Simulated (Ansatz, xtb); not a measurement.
# A geometry optimisation of C2H7Te+ with r2SCAN-D4/def2-SVP

The starting geometry of this gas-phase singlet has its atoms placed at random.

```csv
atom,x (Å),y (Å),z (Å)
C,0.5419,1.0128,0.6753
C,-1.3950,0.2197,0.7953
Te,0.4615,-0.6412,-1.1444
H,-0.5655,1.0076,1.1991
H,-0.9644,0.3719,-1.4907
H,0.1055,-1.9054,-0.1642
H,1.9466,-0.9119,-0.7849
H,-0.1245,0.3471,0.1212
H,-1.2855,-1.7390,-0.2452
H,1.2472,1.4652,-0.9957
```

Question: One run relaxed it with r2SCAN-D4/def2-SVP. What is a likely outcome?

Answer: It ends as `CC[TeH2+]`. Contacts that open: C1–H4 (1.22 → 2.12 Å), Te3–H5 (1.78 → 3.35 Å), Te3–H8 (1.71 → 2.66 Å). Contacts that close: C1–C2 (2.10 → 1.51 Å), C1–Te3 (2.46 → 2.20 Å), C1–H10 (1.87 → 1.10 Å), C2–H5 (2.33 → 1.10 Å), C2–H9 (2.22 → 1.10 Å).

The energy falls by 23.03 eV over 26 steps:

```csv
step,E − E(last) (eV)
1,23.027
4,16.663
7,11.530
9,7.738
12,4.737
15,2.219
18,0.206
20,0.049
23,0.001
26,0.000
```

Final geometry (Å):

```
atom    x (Å)    y (Å)    z (Å)
   C   0.2101   0.6987  -0.4195
   C  -0.8160   0.1554   0.5455
  Te   1.3762  -0.8417  -1.4730
   H  -1.3247   1.0207   1.0036
   H  -1.5878  -0.4510   0.0493
   H   0.0371  -1.7789  -1.8176
   H   1.6594  -1.7322  -0.0885
   H  -0.2185   1.2789  -1.2522
   H  -0.3660  -0.4278   1.3621
   H   0.9981   1.3046   0.0558
```

From the same start GFN2-xTB reaches the same bonding as this run.

From so rough a start the end depends on the optimiser's path, so another program may land elsewhere. The end wasn't checked by frequencies. Atoms past krypton carry core potentials, without spin–orbit terms. Run with Ansatz 0.2.0, 53 s on 2 threads of Arm Neoverse V1, with other jobs on the host.
